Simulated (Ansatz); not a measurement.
CH$_{6}$AlBS$_{2}$. Charge 0, multiplicity 1. The bonds changed during the relaxation, so this is another structure than the one it started from.

```xyz
11

C     0.512   -1.023    1.632
B     0.263   -0.131    0.368
Al   -0.772   -0.170   -1.396
S    -1.288    1.317    0.342
S     0.760    1.690    0.318
H     1.516   -1.457    1.567
H    -0.188   -1.858    1.704
H     0.465   -0.447    2.561
H    -1.763   -0.603   -2.557
H     0.065    1.232   -2.599
H     0.428    1.450   -1.941
```

Task: List the harmonic frequencies (cm⁻¹, unscaled) at PBE0-D4/def2-TZVP in Ansatz. (An estimate is asked.)

Result: Ansatz gave: 147, 164, 200, 253, 264, 288, 309, 366, 456, 483, 502, 539, 548, 611, 652, 855, 933, 1037, 1092, 1328, 1450, 1457, 1912, 3034, 3102, 3123, 3792.

Task: Is this a minimum?

Result: Yes, all 27 modes are real.

Task: Give the ideal-gas thermochemistry at 298.15 K and 1 bar (rigid rotor, harmonic oscillator; point group C1, symmetry number 1).

Result: Zero-point energy 172.8 kJ/mol; H(298) − E = 197.3 kJ/mol; entropy 364.6 J/(mol·K), of which translation 168.6, rotation 115.8, vibration 80.3; G(298) − E = 88.6 kJ/mol.

Task: Rotational constants (cm⁻¹)?

Result: 0.09199, 0.07908, 0.06174.
